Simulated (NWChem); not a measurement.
[Se](O[SiH3])C (CH6OSeSi), optimised at PBE-D3(BJ)/def2-SVP with NWChem:

```
Item                         Value
---------------------------  -----
highest occupied level (eV)  -5.10
orbital gap (eV)              2.97
dipole (D)                    1.81
```

All stand in one matching conformer (torsions within 35°), which need not be the lowest. This build's default masses of Se (78.918 u) and Br (79.917 u) are each other's, which moves their modes by up to 0.6 %. One or both are not confirmed as a minimum by frequencies. def2 effective core potentials on Cd; no spin-orbit coupling.

Q: One Se atom is replaced by Cd, giving [CH3][Cd][O][SiH3] (CH$_{6}$CdOSi), optimised at the same level. How do these values move?

A: 
```json
[
 {"quantity": "highest occupied level (eV)", "new value": "-6.16", "change": "-1.06"},
 {"quantity": "orbital gap (eV)", "new value": "4.58", "change": "+1.61"},
 {"quantity": "dipole (D)", "new value": "3.09", "change": "+1.28"}
]
```
